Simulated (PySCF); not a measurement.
Species: 3-methoxypyridine, C₆H₇NO.
Z-matrix (Å and degrees, GFN2-xTB geometry), rows numbered from 1:
```
C 
O   1  1.4085
C   2  1.3581  1  118.43
C   3  1.3974  2  116.75  1   179.86
C   4  1.3797  3  119.08  2   180.00
C   5  1.3891  4  118.47  3    -0.14
N   6  1.3190  5  122.83  4     0.16
C   7  1.3215  6  119.06  5    -0.01
H   1  1.0945  2  111.53  3   -61.20
H   1  1.0889  2  105.59  3  -179.87
H   1  1.0945  2  111.52  3    61.45
H   4  1.0791  3  118.94  2    -0.03
H   5  1.0789  4  120.72  3   179.84
H   6  1.0813  5  121.50  4  -179.83
H   8  1.0812  3  122.17  2     0.11
```

Definitions: NICS(0) = −σiso at the ring centroid; NICS(1) = −σiso and NICS(1)zz = −σzz at ±1 Å along the ring normal z. Level: GIAO PBE0/pcSseg-1 (PySCF, non-relativistic, gas phase) on the GFN2-xTB geometry, one conformer.

Ring bond lengths (Å), with Mayer bond orders in brackets: C3–C4 1.397 (1.37), C4–C5 1.380 (1.47), C5–C6 1.389 (1.37), C6–N7 1.319 (1.50), N7–C8 1.321 (1.47), C8–C3 1.394 (1.31).

Question: What do the NICS probes read (ppm)?

Answer: 
```csv
ring,type,NICS(0),"NICS(1), two faces","NICS(1)zz, two faces",rms pucker (Å),"centre to ring atoms, mean (Å)"
C3–C4–C5–C6–N7–C8,6-membered ring with N; formal bonds all aromatic,-8.5,-11.2 / -11.2,-28.0 / -28.0,0.00,1.37
```

Question: What can be read from them?

Answer: 
- C3–C4–C5–C6–N7–C8: mean NICS(1)zz -28.0 ppm, shielded. The ring is flat and has no four-coordinate atom; by the NICS criterion it is aromatic.

Question: And the bond-length index? Use HOMA with the parameters of Krygowski (1993).

Answer: 
- C3–C4–C5–C6–N7–C8: HOMA 0.99; the largest term is that of C3–C4, α(R − Ropt)² = 0.02. The geometric and the magnetic index point the same way.
